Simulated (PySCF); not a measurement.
**Computed properties of difluoro(1-fluoroethenyl)borane (C2H2BF3), SMILES C(B(F)F)(=C)F**

C₂H₂BF₃, SMILES FB(C(F)=C)F. Coordinates come from a B3LYP-D3(BJ)/def2-SVP optimisation. The values are those of a single conformer. All values are computed for the isolated molecule unless a solvent is named; none is compared with measurement here.

**Structure.** The optimised structure has Cs symmetry. All 18 harmonic modes at B3LYP-D3(BJ)/def2-SVP (PySCF) are real, so it is a minimum. With heavy atoms numbered as in [CH2:1]=[C:2]([F:3])[B:4]([F:5])[F:6], the shortest bond between them is B4–F5 at 1.317 Å and the longest C2–B4 at 1.560 Å.

**Vibrations.** The strongest infrared lines (harmonic, unscaled, degenerate partners summed) lie at 1451 cm⁻¹ (362 km/mol, B 74 %, F 24 %), 1425 cm⁻¹ (269 km/mol, B 41 %, C 31 %, H 18 %, F 9 %), 1189 cm⁻¹ (182 km/mol, C 34 %, F 27 %, B 27 %, H 12 %). The softest mode is at 74 cm⁻¹ and the zero-point energy is 28.0 kcal/mol.

**Electronic structure.** HF/def2-TZVP (PySCF) places the frontier levels at -11.02 and 2.02 eV, a gap of 13.04 eV, and gives a dipole moment of 2.21 D and a mean polarisability of 35.4 bohr³. PBE/def2-TZVP (PySCF) at the same geometry gives -7.05 and -2.63 eV, so its gap is 8.62 eV narrower. An orbital gap is neither the optical nor the fundamental gap.

**Excitations.** TDDFT-M06-2X/def2-SVPD (PySCF) has S1 at 6.43 eV (193 nm, f = 0.295, bright); the most intense of the 10 singlets computed lies at 6.43 eV (f = 0.30). T1 (TDA) is at 4.01 eV. TDDFT-PBE/def2-SVPD (PySCF) puts S1 at 5.77 eV. No vertical singlet excitation falls in the visible range (under 3.1 eV).

**NMR.** GIAO shifts at HF/pcSseg-1 (PySCF) (non-relativistic, atoms alike by connectivity averaged): ¹³C from 132.5 to 165.9 ppm against TMS; ¹H at 6.6 ppm against TMS; ¹⁹F from -113.3 to -68.3 ppm against CFCl3; ¹¹B at 10.6 ppm against BF3.
